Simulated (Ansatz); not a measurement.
C$_{2}$H$_{7}$ClF$_{2}$MoO$_{3}$, SMILES `C[O][Mo]([OH])([F])([F])([Cl])[O]C` from Hartree–Fock to CCSD(T)

```csv
atom,x (Å),y (Å),z (Å)
C1,0.488,-2.654,0.190
O2,0.341,-1.340,-0.262
Mo3,-0.554,0.119,0.351
O4,0.454,-0.125,1.933
F5,-1.884,-1.073,0.902
F6,-1.421,1.388,1.423
Cl7,-2.056,0.535,-1.400
O8,0.490,1.347,-0.479
C9,0.585,2.391,-1.395
H10,-0.500,-3.089,0.367
H11,1.035,-3.226,-0.562
H12,1.050,-2.635,1.129
H13,0.149,0.391,2.687
H14,-0.248,2.315,-2.101
H15,0.531,3.343,-0.860
H16,1.538,2.314,-1.923
```

Charge 0, multiplicity 1. Correlated methods include outer-core shells of Mo, which these sets cover unevenly. Mo: def2 effective core potential. The geometry is a stationary point of PBE0-D4/def2-TZVP. It is one conformer, not always the lowest. Frozen core, restricted reference, Ansatz.

```json
{"basis": "def2-SVP", "HF (Eh)": "-1029.79884", "MP2 corr.": "-1.83347", "CCSD corr.": "-1.81209", "(T)": "-0.07773", "CCSD(T) total": "-1031.68866"}
{"basis": "def2-TZVPP", "HF (Eh)": "-1030.61779", "MP2 corr.": "-2.39873", "CCSD corr.": "-2.35992", "(T)": "-0.12248", "CCSD(T) total": "-1033.10019"}
{"basis": "def2-QZVPP", "HF (Eh)": "-1030.66059", "MP2 corr.": "-2.59387", "CCSD corr.": "–", "(T)": "–", "CCSD(T) total": "–"}
```
